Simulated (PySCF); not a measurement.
Na (SMILES [Na-]), charge -1, singlet (in this run its highest filled SCF level lies above zero, so its values depend strongly on the basis, on diffuse functions most of all); BLYP/cc-pVTZ (PySCF).

Input for PySCF:
```python
from pyscf import gto, scf, dft

mol = gto.M(
    atom='''
Na    0.000000    0.000000    0.000000
''',
    basis='cc-pvtz',
    charge=-1,
    spin=0,
    verbose=4,
)

mf = dft.RKS(mol)
mf.xc = 'blyp'
mf.kernel()
mf.analyze()
```

Question: Predict the main parts of the log of this PySCF run.

Answer: 
```
PySCF version 2.14.0

[INPUT] verbose = 4
[INPUT] num. atoms = 1
[INPUT] num. electrons = 12
[INPUT] charge = -1
[INPUT] spin (= nelec alpha-beta = 2S) = 0
[INPUT] symmetry False subgroup None
[INPUT] Mole.unit = angstrom
[INPUT] Symbol           X                Y                Z      unit          X                Y                Z       unit  Magmom
[INPUT]  1 Na     0.000000000000   0.000000000000   0.000000000000 AA    0.000000000000   0.000000000000   0.000000000000 Bohr   0.0

nuclear repulsion = 0
number of shells = 9
number of NR pGTOs = 63
number of NR cGTOs = 34
basis = cc-pvtz
ecp = {}

******** <class 'pyscf.dft.rks.RKS'> ********
method = RKS
initial guess = minao
damping factor = 0
level_shift factor = 0
DIIS = <class 'pyscf.scf.diis.CDIIS'>
diis_start_cycle = 1
diis_space = 8
diis_damp = 0
SCF conv_tol = 1e-09
SCF conv_tol_grad = None
SCF max_cycles = 50
direct_scf = True
direct_scf_tol = 1e-13
XC library pyscf.dft.libxc version 7.1.2
    S. Lehtola, C. Steigemann, M. J. T. Oliveira, and M. A. L. Marques,  SoftwareX 7, 1–5 (2018)
XC functionals = blyp
    A. D. Becke,  Phys. Rev. A 38, 3098 (1988)
    C. Lee, W. Yang, and R. G. Parr,  Phys. Rev. B 37, 785 (1988)
    B. Miehlich, A. Savin, H. Stoll, and H. Preuss,  Chem. Phys. Lett. 157, 200 (1989)
radial grids:
    Treutler-Ahlrichs [JCP 102, 346 (1995); DOI:10.1063/1.469408] (M4) radial grids

becke partition: Becke, JCP 88, 2547 (1988); DOI:10.1063/1.454033
pruning grids: <function nwchem_prune>
grids dens level: 3
symmetrized grids: False
atomic radii adjust function: <function treutler_atomic_radii_adjust>
small_rho_cutoff = 0
Set gradient conv threshold to 3.16228e-05
Initial guess from minao.
tot grids = 18104
init E= -162.271407282972
  HOMO = -0.0994237008333632  LUMO = -0.0245999762006143  gap/eV = 2.03606
cycle= 1 E= -162.277269195052  delta_E= -0.00586  |g|= 0.0838  |ddm|= 0.671
  HOMO = 0.0869949180175607  LUMO = 0.100717161952522  gap/eV = 0.37340
cycle= 2 E= -162.290435887803  delta_E= -0.0132  |g|= 0.0563  |ddm|= 2.31
  HOMO = 0.0583147714623924  LUMO = 0.0894105444384228  gap/eV = 0.84616
cycle= 3 E= -162.295615826909  delta_E= -0.00518  |g|= 0.00854  |ddm|= 0.959
  HOMO = 0.0565244320512048  LUMO = 0.0884206475987011  gap/eV = 0.86794
cycle= 4 E= -162.295641367952  delta_E= -2.55e-05  |g|= 0.000256  |ddm|= 0.0446
  HOMO = 0.0563808331789841  LUMO = 0.0882943918160336  gap/eV = 0.86841
cycle= 5 E= -162.295641532372  delta_E= -1.64e-07  |g|= 2.04e-05  |ddm|= 0.00563
  HOMO = 0.0563927638777575  LUMO = 0.0882992432741185  gap/eV = 0.86822
cycle= 6 E= -162.295641533088  delta_E= -7.15e-10  |g|= 3.27e-07  |ddm|= 0.000325
  HOMO = 0.0563930521644755  LUMO = 0.0882994321602948  gap/eV = 0.86822
Extra cycle  E= -162.295641533088  delta_E= 5.68e-14  |g|= 2.24e-07  |ddm|= 5.68e-06
converged SCF energy = -162.295641533088
**** SCF Summaries ****
Total Energy =                        -162.295641533087746
Nuclear Repulsion Energy =               0.000000000000000
One-electron Energy =                 -229.782947104984913
Two-electron Energy =                   67.487305571897167
Two-electron Coulomb Energy =           81.978696374938096
DFT Exchange-Correlation Energy =      -14.491390803040929
HOMO-LUMO gap [eV] =                     0.868216822567043
**** MO energy ****
MO #1   energy= -37.8163907284419  occ= 2
MO #2   energy= -1.87667898233896  occ= 2
MO #3   energy= -0.859850896506788 occ= 2
MO #4   energy= -0.859850896506784 occ= 2
MO #5   energy= -0.859850896506782 occ= 2
MO #6   energy= 0.0563930521644755 occ= 2
MO #7   energy= 0.0882994321602948 occ= 0
MO #8   energy= 0.0882994321602956 occ= 0
MO #9   energy= 0.088299432160296  occ= 0
MO #10  energy= 0.155174785766165  occ= 0
MO #11  energy= 0.155174785766168  occ= 0
MO #12  energy= 0.15517478576617   occ= 0
MO #13  energy= 0.171475022882667  occ= 0
MO #14  energy= 0.2329189129645    occ= 0
 ** Mulliken pop on meta-lowdin orthogonal AOs  **
 ** Mulliken pop  **
pop of  0 Na 1s           1.99998
pop of  0 Na 2s           1.99964
pop of  0 Na 3s           1.91939
pop of  0 Na 4s           0.01659
pop of  0 Na 5s           0.06440
pop of  0 Na 2px          1.99931
pop of  0 Na 2py          1.99931
pop of  0 Na 2pz          1.99931
pop of  0 Na 3px          0.00024
pop of  0 Na 3py          0.00024
pop of  0 Na 3pz          0.00024
pop of  0 Na 4px          0.00035
pop of  0 Na 4py          0.00035
pop of  0 Na 4pz          0.00035
pop of  0 Na 5px          0.00010
pop of  0 Na 5py          0.00010
pop of  0 Na 5pz          0.00010
pop of  0 Na 3dxy         0.00000
pop of  0 Na 3dyz         0.00000
pop of  0 Na 3dz^2        0.00000
pop of  0 Na 3dxz         0.00000
pop of  0 Na 3dx2-y2      0.00000
pop of  0 Na 4dxy         0.00000
pop of  0 Na 4dyz         0.00000
pop of  0 Na 4dz^2        0.00000
pop of  0 Na 4dxz         0.00000
pop of  0 Na 4dx2-y2      0.00000
pop of  0 Na 4f-3         0.00000
pop of  0 Na 4f-2         0.00000
pop of  0 Na 4f-1         0.00000
pop of  0 Na 4f+0         0.00000
pop of  0 Na 4f+1         0.00000
pop of  0 Na 4f+2         0.00000
pop of  0 Na 4f+3         0.00000
 ** Mulliken atomic charges  **
charge of    0Na =     -1.00000

WARN: System has nonzero charge -1; the dipole moment is origin-dependent.
Location of origin: [0. 0. 0.]

Dipole moment(X, Y, Z, Debye): -0.00000, -0.00000,  0.00000
```
